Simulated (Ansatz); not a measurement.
`NC1(F)C=C[SiH2]1` → `C#CN(C)[SiH2]F`  (isomerisation)

Computed with Ansatz on PBE0-D4/def2-TZVP structures; ΔE is electronic, products minus reactants. CCSD(T)/CBS adds triple-zeta CCSD(T) − MP2 to the extrapolated MP2 energy (def2 sets, frozen cores). Functionals use def2-TZVPP. Each species was taken in one conformer, which may not be the lowest.

**Question.** Is it downhill or uphill in electronic energy at CCSD(T)/CBS, and by how much? (An estimate is asked.)

**Answer.** Computed: Downhill: ΔE = -153.8 kJ/mol.

**Question.** What do these levels give: PBE-D4, r2SCAN-D4, PBE0-D4, PBE, r2SCAN, HF/CBS(def2)? (An estimate is asked.)

**Answer.** Ansatz gave: PBE-D4 -119.4, r2SCAN-D4 -138.5, PBE0-D4 -123.5, PBE -120.9, r2SCAN -138.6, HF/CBS(def2) -187.5 kJ/mol.

Largest T1 diagnostic among the species: 0.012.

From PBE to PBE0 (25 % exact exchange), in def2-TZVPP and without D4, ΔE moves by −3.6 kJ/mol. In def2-TZVPP, CCSD(T) changes the Hartree–Fock value by +30.6 kJ/mol (the triples alone add +4.9 kJ/mol) and MP2 by +15.3 kJ/mol.
